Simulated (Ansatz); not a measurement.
Conformers of `CO[Si](S)(Cl)OC`, each relaxed with PBE0-D4/def2-TZVP in Ansatz. CBS adds the triple-zeta coupled-cluster correction to the MP2 limit.

Not all of them had a frequency check.

Conformer A:

```xyz
14

C    -0.767   -1.973    1.201
O     0.386   -1.152    1.193
Si    0.491    0.272    0.438
S    -0.984    1.672    1.058
Cl    2.361    0.975    0.855
O     0.279    0.049   -1.152
C     0.428    1.027   -2.162
H    -0.935   -2.412    0.214
H    -0.600   -2.773    1.923
H    -1.654   -1.406    1.497
H    -0.399    1.894    2.246
H    -0.207    1.897   -1.970
H     0.134    0.575   -3.110
H     1.468    1.356   -2.231
```

Conformer B:

Cartesian coordinates in Å:
```
C -0.382 -2.282 -0.830
O -0.363 -0.959 -1.332
Si 0.219 0.324 -0.544
S 0.045 2.060 -1.734
Cl 2.197 -0.016 -0.076
O -0.625 0.529 0.823
C -0.318 1.440 1.860
H -0.803 -2.924 -1.604
H 0.629 -2.626 -0.593
H -1.003 -2.350 0.067
H 1.144 1.779 -2.454
H 0.646 1.199 2.317
H -0.285 2.467 1.486
H -1.101 1.362 2.614
```

Problem. Which is lowest in electronic energy at CCSD(T)/CBS (frozen core, def2 sets), and by how much? (Estimate.)

Solution. The calculation gave: B; A lies 0.8 kJ/mol higher. Gaps under about 2 kJ/mol don't settle the order.

Problem. Give the energies relative to B (kJ/mol) with PBE-D4/def2-TZVPP, r2SCAN-D4/def2-TZVPP, B3LYP-D4/def2-TZVPP, B3LYP/def2-TZVPP, SCS-MP2/def2-TZVPP, CCSD/def2-TZVPP, CCSD/CBS(def2). (Best estimate.)

Solution. Ansatz gave: 
| level | A |
| --- | --- |
| PBE-D4/def2-TZVPP | 0.6 |
| r2SCAN-D4/def2-TZVPP | 0.6 |
| B3LYP-D4/def2-TZVPP | 0.8 |
| B3LYP/def2-TZVPP | 0.9 |
| SCS-MP2/def2-TZVPP | 0.8 |
| CCSD/def2-TZVPP | 0.8 |
| CCSD/CBS(def2) | 0.8 |

B3LYP here is the variant with VWN-RPA as its local correlation; programs differ in this.
